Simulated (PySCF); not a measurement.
C₆ coefficients of unlike pairs at PW91

Calculated with PySCF 2.14 from the dipole response of each species, C₆(A,B) = (3/π) ∫ α_A(iu) α_B(iu) du, in atomic units, from isotropic polarisabilities. For ions this is the dispersion term alone; charge-induced terms of lower order in 1/R come first.

```tsv
species	configuration	basis	relativity	α (bohr³)	C₆ (like pair)
Ar	[Ar] (1S)	dyall-av3z (19s12p3d2f)	spin-free X2C	11.32	67.13
Au(3+)	[Xe] 4f14 5d8 (3F)	def2-QZVPPD with the def2 core potential (60 electrons) (7s5p4d4f2g)	core potential	6.044	34.86
C+	[He] 2s2 2p1 (2P)	aug-cc-pwCVTZ (7s6p4d2f)	none	6.105	14.66
```

Q: Estimate C₆ for C+ with Au(3+).

A: The integral gives 20.78. The combination rule 2 C_A C_B / (C_A α_B/α_A + C_B α_A/α_B) gives 20.55 and the geometric mean 22.61.

No spin-orbit coupling is included.

The other pairs:

```json
{"pair": "Au(3+), Ar", "C₆": "46.18"}
{"pair": "C+, Ar", "C₆": "31.13"}
```
